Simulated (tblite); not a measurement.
Compound: C2H8FN2Si (doublet state).
Bonds: C1–N2, N2–C3, N2–Si4, Si4–N5, Si4–F6. Hydrogens: H7, H8, H9 on C1; H10, H11, H12 on C3; H13, H14 on N5.

Structure optimised with GFN2-xTB, isolated species. This method treats the open shell by occupation alone, without spin polarisation.

Task: List the bond lengths, angles and torsions at this level.

Result: 
```
          bond  length (pm)   order
         C1–N2        143.7  single
         N2–C3        143.9  single
        N2–Si4        172.9  single
        Si4–N5        172.9  single
        Si4–F6        163.4  single
  C1–H7, C1–H9        109.0  single
         C1–H8        109.8  single
        C3–H10        109.7  single
C3–H11, C3–H12        109.0  single
N5–H13, N5–H14        100.7  single
```

Bonds in one row agree within 1 pm and their mean is given. Orders are formal, as drawn. A selection of angles:
```
     angle  degrees
  N2–C1–H7    109.3
  N2–C1–H8    112.3
  H7–C1–H8    109.0
  H8–C1–H9    108.0
  C1–N2–C3    113.2
 C1–N2–Si4    120.2
 C3–N2–Si4    120.4
 N2–C3–H10    112.1
 N2–C3–H11    109.3
H10–C3–H11    108.1
H10–C3–H12    108.8
 N2–Si4–N5    108.9
 N2–Si4–F6    102.4
 N5–Si4–F6    103.1
Si4–N5–H13    120.1
Si4–N5–H14    116.5
H13–N5–H14    110.4
```

Torsions: C1–N2–Si4–N5 -49° (synclinal). The mirror-image conformer, all signs reversed, is as good.

N2 (nitrogen bonded to 2 C and Si) has angles 120.4°, 120.2° and 113.2°, sum 353.9°, 0.22 Å off the plane of its three neighbours. N5 (nitrogen bonded to Si and 2 H) is pyramidal (angles 120.1°, 116.5° and 110.4°, sum 347.0°, 0.25 Å off the plane of its three neighbours). Si4 (silicon bonded to F and 2 N) is pyramidal (angles 108.9°, 103.1° and 102.4°, sum 314.5°, 0.68 Å off the plane of its three neighbours). Of the pairs four or more bonds apart, F6···H12 is among the closest relative to their van der Waals radii: 2.55 Å, 96 % of the sum of Bondi's values.

Point group: C1 (no symmetry element, even within 0.4 Å). Its GFN2-xTB frequencies are all real (lowest 56 cm⁻¹). Torsions: C1–N2–Si4–N5 -49°, N2–Si4–N5–H 99° and -123°. 3 starts were optimised and ended at 0.00, 0.00 and 0.10 kcal/mol (GFN2-xTB); the lowest of these is shown.

All values are computed, not measured.
